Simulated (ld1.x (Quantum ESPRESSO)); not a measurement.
# Configuration tests for titanium (PAW)

titanium (Ti), PAW, made with ld1.x (Quantum ESPRESSO) 7.5 (PBE, scalar-relativistic). Core [Ar], reference 3d2 4s2 4p0. Waves: 4s (bound): rcut 2.60, rcutus 3.25 bohr; 4s channel at 0.7 Ry: rcut 2.60, rcutus 3.25 bohr; 4p (bound, empty): rcut 4.10, rcutus 4.45 bohr; 4p channel at 0.5 Ry: rcut 4.10, rcutus 4.45 bohr; 3d (bound): rcut 1.75, rcutus 1.90 bohr; 3d channel at 1.6 Ry: rcut 1.75, rcutus 1.90 bohr. Local part: all-electron potential smoothed inside 2.40 bohr (lloc = -1). Core correction: Bessel-smoothed model core inside 1.85 bohr. Augmentation charge: BESSEL, radius 1.90 bohr.

Energies are relative to the spin-unpolarised reference configuration 3d2 4s2 4p0; without spin polarisation the order of configurations can differ from experiment. Not all tests gave a result: test run stopped at test 7 of 7 (negative rho). The frozen-core shift is the all-electron ΔE with the core orbitals held at their reference shape minus the fully relaxed ΔE.

Question: Give the all-electron excitation energy and the error of the potential for: 3d2 4s1 4p0; 3d2 4s0 4p0; 3d1 4s0 4p0; 3d2 4s1 4p1; 3d2.5 4s1.5 4p0; 3d3 4s1 4p0.

Answer:

```csv
valence configuration,charge,ΔE all-electron (eV),error AE − PS (meV),frozen-core shift (meV)
3d2 4s1 4p0,+1,7.347,-1.0,+2.0
3d2 4s0 4p0,+2,20.919,-7.6,+14
3d1 4s0 4p0,+3,47.867,-688,+682
3d2 4s1 4p1,0,3.076,-1.6,+0.9
3d2.5 4s1.5 4p0,0,0.353,-27,+31
3d3 4s1 4p0,0,1.106,-82,+91
```

Levels in the configuration 3d3 4s1 4p0:

```json
{"level": "3d", "all-electron (eV)": "-1.915", "pseudo (eV)": "-1.850"}
{"level": "4s", "all-electron (eV)": "-3.729", "pseudo (eV)": "-3.782"}
```
